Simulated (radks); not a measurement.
Results of a calculation; reference values are marked as such.
Charge is removed step by step from the 4p (averaged over the sub-levels emptied) level of the bromine ion Br+, starting from [Ar] 3d10 4s2 4p4. Code: a radial shooting solver on a logarithmic mesh with Libxc functionals. Model: Dirac Kohn-Sham, PBE, spin-unpolarised, spherical densities, finite nucleus; open shells are shared between the two j in proportion to 2j + 1; Fermi nuclear charge, rms radius 4.1629 fm.

| removed (e) | E - E(0) (eV) | eigenvalue (eV) | E minus straight line (eV) |
|---|---|---|---|
| 0 | 0.000 | -17.474 | 0.000 |
| 0.25 | 4.691 | -20.066 | -1.001 |
| 0.5 | 10.039 | -22.725 | -1.345 |
| 0.75 | 16.059 | -25.447 | -1.016 |
| 1 | 22.767 | -28.228 | 0.000 |

Removing the whole electron costs 22.767 eV by Delta-SCF, against 17.474 eV from minus the eigenvalue at the starting occupation. Slater's transition state (half an electron removed) gives 22.725 eV. Integrating minus the eigenvalue over the occupation (Janak's theorem) gives 22.767 eV. The mean slope of the eigenvalue, de/dn, is 10.8 eV per electron. Ionisation energy of Br+ in the NIST Atomic Spectra Database: 21.591 eV (measured).

Beside tabulated values, note that spin-unpolarised runs miss the spin-polarisation part of the exchange energy of open shells.
